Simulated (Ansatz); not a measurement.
The same path of CH₅GaO (8 atoms, charge 0, multiplicity 1) was run twice with different band settings. Lost on the way: Ga1–C2, Ga1–H6. Made: C2–H6.

Computed with RKS PBE-D4/def2-SVP (Ansatz).

Relaxed end points:

```xyz
8
Properties=species:S:1:pos:R:3
Ga 0.643 -0.008 -0.106
C 0.992 -0.081 1.837
H 0.092 -0.363 2.417
H 1.797 -0.814 2.050
H 1.344 0.910 2.192
H 1.646 0.281 -1.283
O -1.030 -0.297 -0.736
H -1.677 -0.476 -0.029
```

```xyz
8
Properties=species:S:1:pos:R:3
Ga -1.643 0.855 -1.706
C 1.613 -0.089 1.666
H 0.638 -0.065 1.141
H 1.643 -0.941 2.372
H 1.754 0.853 2.229
H 2.432 -0.199 0.930
O -1.354 -0.149 -0.206
H -1.275 -1.112 -0.085
```

Common settings: movable images 7; climbing image yes; spring 5.0 eV/Å²; optimiser quadratic models (default); start path through a guess of the saddle point; iteration limit 60; end points relaxed.

| run | force threshold |
| --- | --- |
| 1 | 0.03 eV/Å |
| 2 | 0.2 eV/Å |

(1) What does each run give, and how far can it be trusted?

Results:

(1) Run 1: converged after 34 iterations, highest image 2.775 eV above the first end. The profile has 2 maxima (images 1, 4) with wells between them (image 2): this band takes more than one step, which may be the mechanism or a detour left from its start path. A structure lower than the first end lies on the path between it and the top, so the climb from that side starts below the end, which may itself be a saddle point or a shallow side well. Neighbouring images differ by up to 2.9 eV, so the band resolves the path poorly. A vibrational analysis at the climbing image gives one clearly imaginary mode, 1174i cm⁻¹: a first-order saddle point.
Run 2: converged after 36 iterations, highest image 2.777 eV above the first end. The threshold of 0.2 eV/Å is loose, so the images may lie well off the minimum-energy path. The profile has 2 maxima (images 1, 4) with wells between them (image 2): this band takes more than one step, which may be the mechanism or a detour left from its start path. A structure lower than the first end lies on the path between it and the top, so the climb from that side starts below the end, which may itself be a saddle point or a shallow side well. Neighbouring images differ by up to 2.9 eV, so the band resolves the path poorly. Another band between the same ends (7 images) ends at a top of the same energy, where a vibrational analysis finds 1 clearly imaginary mode.
The orbitals stay closed-shell, which can raise the energy where a bond breaks towards radicals; this wasn't checked here.
